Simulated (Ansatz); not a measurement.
Basis-set extrapolation for C2H5BO2, SMILES `BOC1CO1` (PBE0-D4/def2-TZVP geometry, frozen core, Ansatz). Multiplicity 1, RHF reference.

|  | def2-TZVPP | def2-QZVPP |
| --- | --- | --- |
| HF | -253.137887 | -253.149954 |
| MP2 correlation | -0.896286 | -0.961231 |
| CCSD(T) correlation | -0.960729 | not run |

Energies in hartree. Use E(X) = E(∞) + A·exp(−7.88·√X) for Hartree–Fock and E(X) = E(∞) + B·X^(−2.97) for correlation, with X = 3 and 4, and add CCSD(T) minus MP2 of the smaller set to the MP2 limit.

Q: What is the CCSD(T) energy at the basis-set limit?

A: HF limit: -253.149954 + (-0.012067) × 0.13774 = -253.15162. MP2 limit: -0.961231 + (-0.064945) × 0.74074 = -1.00934. Higher-order term: -0.960729 − (-0.896286) = -0.06444. Total: -254.22540 hartree, 332.9 kJ/mol below CCSD(T)/def2-TZVPP.
